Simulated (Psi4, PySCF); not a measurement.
H$_{2}$AlFO$_{2}$ (SMILES [OH][Al]([OH])[F]), singlet, at a GFN2-xTB geometry (such geometries of metal compounds can be far from the true shape), atoms displaced at random by about 0.08 Å a coordinate. Base run: PBE0/def2-SVP, gradient (PySCF).

Input for PySCF:
```python
from pyscf import gto, scf, dft

mol = gto.M(
    atom='''
Al    0.071737    0.005203   -0.073182
F    -1.330977   -1.144558   -0.088896
O    -0.229088    1.306358   -0.785069
H     0.369446    2.128019   -1.041674
O     1.362415   -0.375254    0.992037
H     1.666548   -1.230870    1.435561
''',
    basis='def2-svp',
    charge=0,
    spin=0,
    verbose=4,
)

mf = dft.RKS(mol)
mf.xc = 'pbe0'
mf.kernel()
g = mf.nuc_grad_method()
grad = g.kernel()
```

Programs used: Psi4, PySCF; a row that names a program was run with it.

The coordinate followed is z of atom 6.

Variants of this job, named by their change:

```
change                                                 dE/dx (Eh/bohr)  net force (Eh/bohr)
-----------------------------------------------------  ---------------  -------------------
base                                                          0.023646             0.000234
grids.level = 1; grid_response = off                          0.023645             0.000789
density fitting = on                                          0.023648             0.000234
density fitting = on; auxbasis_response = off                 0.023648             0.001271
grids.level = 0; grid_response = off                          0.023626             0.009786
grids.level = 5; grid_response = on                           0.023646             0.000000
grids.level = 1; grid_response = on                           0.023718             0.000000
finite difference step (bohr) = 0.2; conv_tol = 1e-11         0.024108                    -
grids.level = 5; grid_response = off                          0.023646             0.000039
code = psi4                                                   0.023648             0.000420
conv_tol = 1e-4                                               0.023600             0.000234
conv_tol = 1e-6                                               0.023656             0.000234
```

The net force is zero for an exact gradient.
